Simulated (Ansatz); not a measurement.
Computed with Ansatz.

A structure relaxed at PBE0-D4/def2-TZVP, charge 0, multiplicity 1:

Cartesian coordinates in Å:
```
C 0.104 2.120 1.836
C 0.305 1.428 0.753
C 0.507 0.729 -0.327
C 0.727 -0.748 -0.364
Ge -0.854 -1.690 -1.071
H -0.895 2.268 2.234
H 0.928 2.577 2.376
H 0.488 1.252 -1.282
H 0.936 -1.137 0.634
H 1.575 -0.997 -1.007
H -0.561 -3.195 -1.214
H -1.219 -1.117 -2.452
H -2.041 -1.489 -0.115
```

Give its formula and SMILES.

C4H8Ge, `C=C=C[CH2][GeH3]`.

Point group (tolerance 0.08 Å, 0.16 Å for H)?

C1.

Summarise the bond lengths by kind.

3 × C–C 1.300 to 1.494 Å; 5 × C–H 1.086 to 1.093 Å; 1 × C–Ge 1.971 Å; 3 × Ge–H 1.537 to 1.540 Å.
